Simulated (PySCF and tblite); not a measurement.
The numbers below are computed, except where a source is named.
**Conformers and averaged properties: C₅H₄O₃, numbered as in [O:1]=[C:2]([OH:3])[c:4]1[cH:5][cH:6][o:7][cH:8]1**

Level: PBE0-D3(BJ)/def2-TZVP (IEF-PCM, chloroform)//PBE0-D3(BJ)/def2-SVP, thermal terms from GFN2-xTB, symmetry numbers and mirror pairs counted. Conformers within 3 kcal/mol (GFN2-xTB free energy) were kept, 8 at most. GIAO shieldings: WP04/pcSseg-1 (IEF-PCM, chloroform). Couplings: B3LYP/pcSseg-1 with pcJ-1 on H (gas phase; spin-dipole term only for pairs with B, N, F, Si or P). TDDFT excitations: wB97X-D/def2-SVPD (IEF-PCM, chloroform). Couplings are for ¹H. Shifts are against TMS (¹H), TMS (¹³C) at the same level. Run with PySCF (density fitting) and tblite.

Torsions listed: O1–C2–O3–H3, O3–C2–C4–C5.

| conformer | shape | symmetry | E(GFN2) kcal/mol | E(DFT) kcal/mol | G(298.15 K) kcal/mol | weight % | dipole D |
| --- | --- | --- | --- | --- | --- | --- | --- |
| 1 | 0°, 180° | Cs | 0.00 | 0.00 | 0.00 | 61.2 | 2.01 |
| 2 | 0°, 0° | Cs | 0.10 | 0.23 | 0.27 | 38.8 | 2.40 |

Weights (%) against temperature:

```csv
T (K),1,2,S(mix) cal/mol/K
150,70.9,29.1,1.20
200,66.2,33.8,1.27
250,63.2,36.8,1.31
298.15,61.2,38.8,1.33
400,58.5,41.5,1.35
```

Averaged shifts at 298.15 K. ¹H: 8.02 (H8, 1H), 7.41 (H6, 1H), 6.92 (H5, 1H) ppm. ¹³C: 168.9 (C2), 156.5 (C8), 150.4 (C6), 124.5 (C4), 119.1 (C5) ppm.

Averaged couplings (Hz): ³J(H5,H6) 2.2, ⁴J(H6,H8) 1.3.

Coordinates of conformer 1 (Å):

```xyz
12

O     2.176   -1.121   -0.443
C     1.576   -0.098   -0.235
O     2.178    1.102   -0.186
C     0.129   -0.008   -0.006
C    -0.793   -1.105   -0.003
C    -2.010   -0.558    0.252
O    -1.902    0.785    0.405
C    -0.615    1.113    0.249
H     3.119    0.938   -0.349
H    -0.550   -2.151   -0.172
H    -3.010   -0.970    0.353
H    -0.353    2.163    0.342
```

H on N, O and S are left out: they exchange, and hydrogen bonds move them by several ppm. Shifts are unscaled: against experiment ¹³C can be off by 15 ppm or more and ¹H by 0.8 ppm.

Search and properties took 2.2 min on 1 thread of Arm Neoverse V2, shared host (rough), launched as `OMP_NUM_THREADS=1 python ens_run.py task.json out`.
